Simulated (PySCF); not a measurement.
# How methods differ on the ionisation energy of Cr+

Cr+ [Ar] 3d5 (6S) → Cr(2+) [Ar] 3d4 (5D), as a difference of total energies. Computed with PySCF 2.14 in ANO-RCC-VTZP (6s5p3d2f1g, 59 functions), with scalar relativity by spin-free X2C-1e. Correlated levels: valence and next inner shell: [Ne] frozen. The calculations carry no spin-orbit coupling.

```tsv
method	ionisation energy (eV)	plus first-order spin-orbit estimate	error of that sum (eV)
UHF	15.028	14.975	-1.511
MP2 (valence and next inner shell)	16.729	16.676	+0.190
SCS-MP2 (valence and next inner shell)	16.037	15.984	-0.502
CCSD (valence and next inner shell)	16.325	16.273	-0.213
CCSD(T) (valence and next inner shell)	16.399	16.346	-0.140
```

Reference: 16.486 eV (measured; NIST Atomic Spectra Database, ionization energies).

A first-order spin-orbit estimate (lowest level to lowest level, LS coupling) adds -0.053 eV.

Errors of the correlated levels include the incompleteness of this basis and the frozen core.
